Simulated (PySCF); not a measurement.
ClF₃H₂OSi₂, SMILES F[Si](F)(F)O[SiH2]Cl.

Geometry: B3LYP-D3(BJ)/def2-SVP. This is a generated structure with no PubChem entry under its InChIKey; it may be hypothetical. The values are those of a single conformer.

Method: PySCF with TDDFT-PBE/def2-SVPD.

Vertical excitations. Isolated molecule, no solvent.

```json
[
 {"state": "S1", "energy (eV)": "6.72", "λ (nm)": "185", "f": "0.000", "main pairs": "HOMO→LUMO 99 %"},
 {"state": "S2", "energy (eV)": "7.11", "λ (nm)": "174", "f": "0.014", "main pairs": "HOMO→LUMO+1 98 %"},
 {"state": "S3", "energy (eV)": "7.27", "λ (nm)": "171", "f": "0.032", "main pairs": "HOMO−1→LUMO 96 %"},
 {"state": "S4", "energy (eV)": "7.60", "λ (nm)": "163", "f": "0.038", "main pairs": "HOMO−1→LUMO+1 98 %"},
 {"state": "S5", "energy (eV)": "7.68", "λ (nm)": "161", "f": "0.001", "main pairs": "HOMO−2→LUMO 97 %"},
 {"state": "S6", "energy (eV)": "7.77", "λ (nm)": "160", "f": "0.000", "main pairs": "HOMO→LUMO+2 98 %"},
 {"state": "S7", "energy (eV)": "7.93", "λ (nm)": "156", "f": "0.020", "main pairs": "HOMO→LUMO+3 94 %"},
 {"state": "S8", "energy (eV)": "8.02", "λ (nm)": "155", "f": "0.006", "main pairs": "HOMO−2→LUMO+1 97 %"},
 {"state": "S9", "energy (eV)": "8.10", "λ (nm)": "153", "f": "0.012", "main pairs": "HOMO−3→LUMO 97 %"},
 {"state": "S10", "energy (eV)": "8.23", "λ (nm)": "151", "f": "0.008", "main pairs": "HOMO−1→LUMO+3 82 %, HOMO−1→LUMO+2 16 %"},
 {"state": "T1", "energy (eV)": "6.54", "λ (nm)": "190", "f": "0", "main pairs": "HOMO→LUMO 96 %"},
 {"state": "T2", "energy (eV)": "6.75", "λ (nm)": "184", "f": "0", "main pairs": "HOMO→LUMO+1 97 %"},
 {"state": "T3", "energy (eV)": "6.96", "λ (nm)": "178", "f": "0", "main pairs": "HOMO−1→LUMO 97 %"},
 {"state": "T4", "energy (eV)": "7.19", "λ (nm)": "172", "f": "0", "main pairs": "HOMO−1→LUMO+1 97 %"}
]
```
Triplets are in the Tamm–Dancoff approximation, which puts them higher than full response would, so one can lie above its singlet here.
